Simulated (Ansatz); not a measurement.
```yaml
crystal:
  periodic: [false, false, false]
  atoms:
    - {symbol: C, position_ang: [3.886335, -2.484122, -2.104166]}
    - {symbol: N, position_ang: [2.158997, -0.250782, -2.960941]}
    - {symbol: C, position_ang: [2.733355, 1.228625, -6.076226]}
    - {symbol: Ga, position_ang: [-1.358928, 1.111057, -0.677676]}
    - {symbol: N, position_ang: [-4.302947, 3.208550, -2.447969]}
    - {symbol: N, position_ang: [-1.647851, -0.276401, 3.276206]}
    - {symbol: C, position_ang: [-4.320366, 0.303716, 4.599695]}
    - {symbol: C, position_ang: [0.675564, -0.958105, 5.123253]}
    - {symbol: H, position_ang: [6.016704, -1.915798, -1.807563]}
    - {symbol: H, position_ang: [3.828650, -4.282714, -3.676688]}
    - {symbol: H, position_ang: [2.831922, -3.831559, -0.474716]}
    - {symbol: H, position_ang: [4.761138, 1.732988, -5.486361]}
    - {symbol: H, position_ang: [1.255106, 2.789163, -5.853327]}
    - {symbol: H, position_ang: [2.619194, -0.154756, -7.563013]}
    - {symbol: H, position_ang: [-5.864058, 3.659346, -1.266345]}
    - {symbol: H, position_ang: [-4.363152, 3.210343, -4.377440]}
    - {symbol: H, position_ang: [-4.331408, 1.635963, 6.403599]}
    - {symbol: H, position_ang: [-6.088606, 0.878588, 3.028664]}
    - {symbol: H, position_ang: [-4.749298, -2.158352, 5.869108]}
    - {symbol: H, position_ang: [1.236157, 0.717589, 7.249518]}
    - {symbol: H, position_ang: [2.642351, -0.805013, 4.133033]}
    - {symbol: H, position_ang: [0.362722, -3.424989, 5.964049]}
basis:
  gaussian: {orbitals: aug-pcseg-2, nuclear_model: gaussian}
hamiltonian: {xc: {name: wB97M-V}, pseudopotentials: {relativity: scalar}}
```

```sh
$ ansatz run in.yaml --threads 4 --pin off --events-out ev --progress --plain --max-ram 66560MiB --backend cuda --devices 0, --max-vram 37GiB
```

It prints (some lines left out):

```
Functional definition: wB97M-V
2685 factors; their error is unknown
1332 factors; integrals over basis functions are off by at most 1.2e-4 eV
mean field evaluation 1: about -61446.2437 eV, gradient 1.6e2 eV
mean field evaluation 2: about -60521.5164 eV, gradient 2.8e2 eV
mean field evaluation 4: about -61142.2221 eV, gradient 2.0e2 eV
mean field evaluation 8: about -61537.1777 eV, gradient 6.7e0 eV
mean field evaluation 16: about -61540.2838 eV, gradient 9.0e-1 eV
mean field evaluation 32: about -61540.4150 eV, gradient 5.3e-4 eV
mean field -61540.41504745 eV, -2261.5685394021 hartree, gradient 5.1e-6 eV, S^2 0.000000; 6 other end points of the search recorded, 0 dependent functions left out
reference -61540.41531270 eV, -2261.5685491502 hartree; 45, 45 occupied and 658, 658 virtual orbitals, 2685 factors
Total energy: -61540.41531270 eV, -2261.5685491502 hartree
Relativity: scalar
```

(1) Something in this input is off. What?

Results:

(1) The geometry is stretched to more than twice its size. The run converged. The result belongs to that input, not to the molecule as meant.
